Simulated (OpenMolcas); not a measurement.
## 4d⁴ along the 40-electron sequence

```
Program             : OpenMolcas
Method              : SS-CASPT2, IPEA 0.25 Eh, imaginary shift 0.1 Eh
Basis               : ANO-R2
Scalar Hamiltonian  : X2C, finite nucleus
Spin-orbit coupling : RASSI with atomic mean-field integrals over the reference wave functions, term energies averaged over their components
```

Active space for each ion: 4 electrons in 5 orbitals (4d); closed shells correlated by CASPT2: 4s 4p.

Computed levels in cm-1 above ⁵D₀:

| Level | Nb+ | Mo2+ | Tc3+ | Ru4+ | Rh5+ | Pd6+ | Ag7+ |
| --- | --- | --- | --- | --- | --- | --- | --- |
| ⁵D₁ | 155 | 240 | 345 | 488 | 674 | 963 | 1245 |
| ⁵D₂ | 433 | 664 | 943 | 1304 | 1755 | 2420 | 3040 |
| ⁵D₃ | 799 | 1219 | 1708 | 2320 | 3060 | 4090 | 5060 |
| ⁵D₄ | 1229 | 1866 | 2590 | 3470 | 4500 | 5890 | 7170 |
| ³P₀(1) | 8250 | 11960 | 14680 | 16750 | 18550 | 19990 | 21730 |
| ³P₁(1) | 9030 | 13200 | 16450 | 19170 | 21720 | 24120 | 26750 |
| ³P₂(1) | 10270 | 15070 | 18980 | 22430 | 25760 | 29060 | 32470 |
| ³H₄ | 10490 | 13520 | 16020 | 18190 | 20240 | 22040 | 24090 |
| ³H₅ | 10840 | 14080 | 16840 | 19350 | 21840 | 24250 | 26880 |
| weight of ⁵D in the lowest level (%) | 98 | 98 | 98 | 97 | 96 | 94 | 92 |

Mixed levels, with the weight of the term that names them: Pd6+ ³H₄ (72 %), Ag7+ ³H₄ (69 %).

Measured, with the error of the calculation in %. Measured levels: Nb+ from NIST Handbook of Basic Atomic Spectroscopic Data; Mo2+ from Sugar and Musgrove, J. Phys. Chem. Ref. Data 17, 155 (1988); Ag7+ from Atoms 5, 11 (2017), spectra Ag VII to Ag IX.

```tsv
Level	Nb+	Mo2+	Ag7+
⁵D₁	159 (-2.5)	242 (-1.0)	1340 (-7.1)
⁵D₂	438 (-1.2)	668 (-0.6)	3212 (-5.3)
⁵D₃	801 (-0.3)	1224 (-0.4)	5292 (-4.4)
⁵D₄	1225 (+0.3)	1872 (-0.3)	7443 (-3.6)
³P₀(1)	5562 (+48.4)	11149 (+7.3)	21309 (+2.0)
³P₁(1)	6192 (+45.8)	12510 (+5.5)	26526 (+0.8)
³P₂(1)	7261 (+41.5)	14358 (+5.0)	32134 (+1.0)
³H₄		12680 (+6.6)	23302 (+3.4)
³H₅		13276 (+6.0)	26250 (+2.4)
```

The fine-structure level ⁵D₄ changes by a factor of 5.83 from Nb+ to Ag7+. Its fourth root runs 5.92, 6.57, 7.13, 7.68, 8.19, 8.76, 9.20, with steps per unit of Z of 0.65, 0.56, 0.54, 0.52, 0.57, 0.44; equal steps would mean a (Z - σ)^4 law with constant σ.

³P₀(1) changes by a factor of 2.63 over the same range, with steps per unit of Z of +3710, +2720, +2070, +1800, +1440, +1740 cm-1.

CASPT2 breaks the degeneracy within a term, and the mean is taken; among the terms shown or strongly mixed into the levels shown the widest spread is 170 cm-1 (4d⁴ ³D, Nb+). Some high roots are left out of the spin-orbit mixing, which shifts the levels that they would mix with (holds for Nb+). Configurations with an s electron lie low at this charge and mix in, so terms can be misplaced (holds for Nb+). Some terms miss by over 15 % even with CASPT2, which points to a basis or an active space too small for the shells correlated (holds for Nb+). Levels of configurations with an s electron are missing; early in the row they begin among the upper levels of the d shell and mix with terms of their name (holds for Mo2+). Measured partners are found by configuration, term and J. A level has none where our copy of the source lacks it or the pairing is in doubt (some pairs that miss far off the trend of their configuration count as doubtful), and it then counts in no deviation. Levels of configurations outside the active space are missing.

A number in round brackets counts repeated terms of one configuration in the order of the reference energies.
